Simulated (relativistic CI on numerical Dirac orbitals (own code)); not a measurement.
Computed by Dirac-Coulomb-Breit CI, separate exchange-only KLI orbitals for each configuration, model QED (radiative potential, 1s self-energy scaled to tabulated hydrogen-like ionisation energies), valence Slater integrals scaled by 0.85, P86 correlation estimate, and configurations built on the next ion tied to the tabulated ionisation energy (semi-empirical) (own radial code, finite nucleus).

Configuration list (outside the closed core [Ar] 3d10): 4s2 4p2, 4s 4p3, 4s2 4p 5s, 4s2 4p 4d, 4s2 4p 5p, 4s2 4p 5d, 4s2 4p 6s, 4s2 4p 4f, 4s2 4p 5f, 4p4, 4s2 4d2, 4s 4p2 4d, 4s2 4p 6p, 4s 4p2 4f, 4s2 4p 6d, 4s2 4p 5g, 4s2 4f2, 4s2 4p 6f, 4s 4p2 5s. Levels of other configurations are missing.

Configurations that consist of the next ion and one excited electron were tied to the tabulated ionisation energy; Rydberg ones are usually within 1,000 to 3,000 cm⁻¹ and the lowest ones within about 6,000 (9,000 in d shells), while levels on excited terms of the next ion carry the error of that term, and the other configurations can be misplaced by 10,000 cm⁻¹ or more. Rates follow the energies as ν³ (E1, M1) or ν⁵ (E2), so rates, branching and lifetimes can be off by large factors. The fine structure of a lone outer electron comes out too small, for d and f at times inverted, and misplaced configurations move strength between like terms. 13 of the 16 excited levels that our extract of the measured tables holds in this range could be paired (the sources list more); they are missed by 2351 cm⁻¹ on average and 19585 at most, and levels without a partner can miss by more.

Outline of the computed level scheme of As II. Lowest level of each configuration: 4s2 4p2 3P_0 at 0.0000 eV; 4s 4p3 5S°_2 at 6.5709 eV; 4s2 4p 5s 3P°_0 at 9.8896 eV; 4s2 4p 4d 1D°_2 at 10.4208 eV; 4s2 4p 5p 1P_1 at 11.8359 eV; 4s2 4p 5d 1D°_2 at 14.2703 eV; 4s2 4p 6s 3P°_0 at 14.2771 eV.

Some strong electric-dipole decays among the lowest 45 levels: 4s2 4p 4d 3D°_2 → 4s2 4p2 3P_1 (4.5e+09 s⁻¹); 4s2 4p 4d 3P°_2 → 4s2 4p2 3P_2 (4.2e+09 s⁻¹); 4s2 4p 4d 3P°_0 → 4s2 4p2 3P_1 (4.2e+09 s⁻¹); 4s2 4p 4d 3D°_3 → 4s2 4p2 3P_2 (3.7e+09 s⁻¹); 4s2 4p 4d 1F°_3 → 4s2 4p2 1D_2 (2.8e+09 s⁻¹); 4s2 4p 4d 3P°_1 → 4s2 4p2 3P_1 (2.4e+09 s⁻¹); 4s2 4p 4d 3D°_1 → 4s2 4p2 3P_0 (2.1e+09 s⁻¹); 4s2 4p 5d 1D°_2 → 4s2 4p2 1D_2 (2.0e+09 s⁻¹).

Rates of lines that live on the mixing of spin multiplicities can be off by large factors.

LS names give the leading component of a level, which can be under half, so a name can repeat, a term be missing and a line seem to break the LS rules.
